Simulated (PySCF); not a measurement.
BH3N, SMILES N[BH], multiplicity 2. Atoms are numbered in the order given.

```xyz
5

B      0.2175     0.8270     0.0000
N     -0.0298    -0.5245     0.0000
H     -0.6204     1.6794     0.0000
H     -0.9581    -0.9245     0.0000
H      0.6995    -1.2185     0.0000
```
Charge 0, spin multiplicity 2.

Geometry: PBE0-D3(BJ)/def2-TZVP. The isomer is the one that the SMILES or the coordinates give; other isomers of the formula were not compared.

All values below come from PBE0/pcH-1 (PySCF).

Unrestricted Kohn–Sham, ⟨S²⟩ = 0.753. Hyperfine tensors hold the contact and dipolar terms, without spin-orbit corrections.

Computed hyperfine couplings:
```json
[
 {"nucleus": "11B no. 1", "A(iso) (MHz)": "409.4", "A(iso) (G)": "146.1", "dipolar principal values (MHz)": "-42.0, -36.3, 78.3"},
 {"nucleus": "14N no. 2", "A(iso) (MHz)": "8.3", "A(iso) (G)": "2.9", "dipolar principal values (MHz)": "-4.6, 1.0, 3.6"},
 {"nucleus": "1H no. 3", "A(iso) (MHz)": "78.2", "A(iso) (G)": "27.9", "dipolar principal values (MHz)": "-16.5, -3.7, 20.2"},
 {"nucleus": "1H no. 4", "A(iso) (MHz)": "94.2", "A(iso) (G)": "33.6", "dipolar principal values (MHz)": "-3.6, -2.3, 5.9"},
 {"nucleus": "1H no. 5", "A(iso) (MHz)": "46.4", "A(iso) (G)": "16.5", "dipolar principal values (MHz)": "-6.2, -5.6, 11.7"}
]
```

Q: And the g tensor (effective nuclear charges for spin-orbit coupling, GIAO)? (Estimate from the structure and the level; the computed values follow.)

A: principal values 2.0012, 2.0021, 2.0024; isotropic 2.0019.
